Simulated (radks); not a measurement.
Values are calculated unless marked as measured or tabulated.
Question: Cu3+, 26 electrons, occupied as [Ar] 3d8 (the NIST ground configuration). Level of theory: non-relativistic Kohn-Sham, r2SCAN, spin-polarised, spherical densities, point nucleus; open shells are filled with parallel spins first; meta-GGA in the generalised Kohn-Sham scheme (a radial shooting solver on a logarithmic mesh with Libxc functionals). Some entries of the table are withheld. Estimate them.

orbital  occ.  eigenvalue (Ry)  <r> (bohr)
1s down     1        -648.2715     0.05292
1s up       1        -648.2710     0.05292
2s up       1        -80.73177      0.2384
2s down     1        -80.60348      0.2382
2p up       3        -71.06052      0.2079
2p down     3        -70.96546      0.2076
3s up       1        -11.93902      0.7134
3s down     1        -11.70659      0.7156
3p up       3         -8.87475      0.7389
3p down     3         -8.64235      0.7424
3d up       5              (1)      0.8418
3d down     3              (2)      0.8588

Answer: 
(1) 3d up eigenvalue (Ry): -3.73584
(2) 3d down eigenvalue (Ry): -3.51016
